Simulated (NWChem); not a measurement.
Molecule: C2H4BrCl; SMILES [C@H](Br)(C)Cl

Program: NWChem. Geometry: optimised at PBE0/def2-SVP. COSMO at M06-2X/def2-SVP, default radii, gas-phase geometry; f = (ε − 1)/ε scales the surface charges.

| row | f | electrostatic solvation energy (kcal/mol) |
|---|---|---|
| ε = 3.9 | 0.7436 | -2.35 |
| ε = 4.8 | 0.7917 | -2.52 |
| ε = 11.7 | 0.9145 | -2.97 |
| ε = 20.7 | 0.9517 | withheld |
| ε = 46.7 | 0.9786 | -3.22 |

Question: Fit a straight line of the last column on the one before it, predict the withheld value, and compare with the run.

Answer: 
1. Means of the 4 shown rows: x = 0.85710, y = -2.765. Slope Σ(x − x̄)(y − ȳ)/Σ(x − x̄)² = -0.1302/0.03522 = -3.696; intercept 0.403.
2. The shown rows scatter about the line by 0.005 (root mean square); the largest residual is +0.01, at ε = 11.7.
3. At x = 0.9517 (ε = 20.7; inside the shown range) the line gives -3.11.
4. The run gives -3.11, 0.00 from the line.
